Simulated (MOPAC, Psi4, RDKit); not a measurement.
Internal rotation in C7H10, SMILES C#C/C=C\C(C)C. Scanned: dihedral C3–C4–C5–C6; all other coordinates were relaxed at GFN2-xTB. Heavy atoms are numbered in the order of the SMILES C#C/C=C\C(C)C, hydrogens after them in the order of the atoms that carry them; the mirror image has the same energies with the sign of each dihedral reversed.

- AM1, restricted, heats of formation // GFN2-xTB (MOPAC)
- PBE/def2-SVP // GFN2-xTB (Psi4)
- MMFF94 // GFN2-xTB (RDKit)
- PBE-D3(BJ)/def2-SVP // GFN2-xTB (Psi4)

Energies relative to the lowest point of each profile, in kcal/mol:

| φ / ° | AM1 | PBE/def2-SVP | MMFF94 |
|---|---|---|---|
| -150 | 0.5 | 0.6 | 1.0 |
| -120 | 0.0 | 0.0 | 0.0 |
| -90 | 0.4 | 0.5 | 0.9 |
| -60 | 1.3 | 2.0 | 3.9 |
| -30 | 2.6 | 3.3 | 5.3 |
| 0 | 2.9 | 3.0 | 4.1 |
| 30 | 3.0 | 3.3 | 4.0 |
| 60 | 2.5 | 3.0 | 4.5 |
| 90 | 3.0 | 3.3 | 4.1 |
| 120 | 2.9 | 3.0 | 4.0 |
| 150 | 2.7 | 3.3 | 5.1 |
| 180 | 1.4 | 2.4 | 4.1 |

Q: Estimate the PBE-D3(BJ)/def2-SVP values at these points.

A: -150: 0.5; -120: 0.0; -90: 0.4; -60: 1.7; -30: 3.0; 0: 2.6; 30: 2.8; 60: 2.3; 90: 2.8; 120: 2.6; 150: 3.0; 180: 2.1 (kcal/mol).
